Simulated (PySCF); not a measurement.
C₃H₁₁BSi, SMILES CB(C[SiH3])C. Atoms are numbered in the order given.

```xyz
16

Si     1.7985    -0.3044    -0.1170
C      0.2927    -0.1273     1.0102
B     -0.9634     0.1522     0.1206
C     -1.4145     1.6362    -0.1482
C     -1.7528    -1.0338    -0.5496
H      3.0374    -0.5310     0.6899
H      1.9949     0.9311    -0.9373
H      1.6281    -1.4603    -1.0508
H      0.2294    -1.0756     1.5701
H      0.5326     0.6965     1.7034
H     -1.9582     1.7792    -1.0947
H     -2.1316     1.8829     0.6596
H     -0.6030     2.3765    -0.0746
H     -2.8398    -0.8520    -0.5693
H     -1.4456    -1.0676    -1.6130
H     -1.5578    -2.0289    -0.1231
```
Charge 0, spin multiplicity 1.

Geometry: PBE0-D3(BJ)/def2-SVP. The structure was generated by enumeration, and PubChem lists no compound with its InChIKey, so it may never have been made. One conformer was computed; it need not be the lowest.

These are TDDFT-CAM-B3LYP/def2-SVPD in PySCF 2.14.0 values and carry that method's errors.

Vertical excitations. 

Task: Estimate the UV-visible absorptions. (The exact figures need the calculation; the answer reports its results.)

Result: 
| state | energy (eV) | λ (nm) | f | main pairs |
|---|---|---|---|---|
| S1 | 6.52 | 190 | 0.030 | HOMO→LUMO 83 % |
| S2 | 6.60 | 188 | 0.002 | HOMO−1→LUMO 85 % |
| S3 | 7.85 | 158 | 0.135 | HOMO−2→LUMO 72 %, HOMO→LUMO+1 15 % |
| S4 | 7.87 | 158 | 0.003 | HOMO→LUMO+1 73 %, HOMO−2→LUMO 12 % |
| S5 | 8.09 | 153 | 0.039 | HOMO−1→LUMO+1 88 % |
| S6 | 8.28 | 150 | 0.006 | HOMO−3→LUMO 89 % |
| S7 | 8.61 | 144 | 0.040 | HOMO→LUMO+2 52 %, HOMO−2→LUMO+1 18 %, HOMO−4→LUMO 9 % |
| S8 | 8.64 | 144 | 0.060 | HOMO−2→LUMO+1 47 %, HOMO→LUMO+2 18 %, HOMO−2→LUMO+3 13 % |
| S9 | 8.76 | 142 | 0.028 | HOMO−3→LUMO+1 53 %, HOMO−3→LUMO+3 13 %, HOMO−1→LUMO+3 9 % |
| S10 | 8.78 | 141 | 0.145 | HOMO−4→LUMO 34 %, HOMO→LUMO+3 14 %, HOMO−2→LUMO 10 %, HOMO−2→LUMO+2 9 % |
| T1 | 5.98 | 207 | 0 | HOMO→LUMO 85 % |
| T2 | 6.12 | 203 | 0 | HOMO−1→LUMO 83 % |
| T3 | 7.30 | 170 | 0 | HOMO−2→LUMO 77 %, HOMO−4→LUMO 13 % |
| T4 | 7.62 | 163 | 0 | HOMO→LUMO+1 77 % |
Triplets are in the Tamm–Dancoff approximation, which puts them higher than full response would, so one can lie above its singlet here.
